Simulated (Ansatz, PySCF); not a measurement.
This PySCF input computes a r2SCAN/def2-TZVPD energy:

```python
from pyscf import gto, scf, dft

mol = gto.M(
    atom='''
    Sn   -0.00000000   -0.00000000   -0.53882161
    S     0.00000000    0.00000000    1.68381755
    ''',
    basis='def2-tzvpd',
    ecp='def2-tzvp',
    charge=0,
    spin=0,
    verbose=4,
)

mf = dft.RKS(mol, xc='r2scan').density_fit(auxbasis='def2-universal-jkfit')
mf.grids.level = 4
mf.conv_tol = 1e-9
mf.max_cycle = 100
mf.max_memory = 1500
mf.kernel()
if not mf.converged:
    mf = mf.newton()
    mf.kernel(mf.make_rdm1())
mf.analyze()
```

Problem. Write an input for the same energy in Ansatz (an electronic-structure program) and say what it gives.

Solution. 
Ansatz 0.2 input:
```yaml
crystal:
  periodic: [false, false, false]
  atoms:
    - {symbol: Sn, position_ang: [-0.00000000, -0.00000000, -0.53882161]}
    - {symbol: S, position_ang: [0.00000000, 0.00000000, 1.68381755]}
basis:
  gaussian:
    orbitals: def2-TZVPD
hamiltonian:
  xc: {name: r2SCAN}
output: {forces: true}
```
It gives -612.60341 Eh, and PySCF -612.60346 Eh, a difference of 0.05 mEh, from the treatment of integrals and grids.
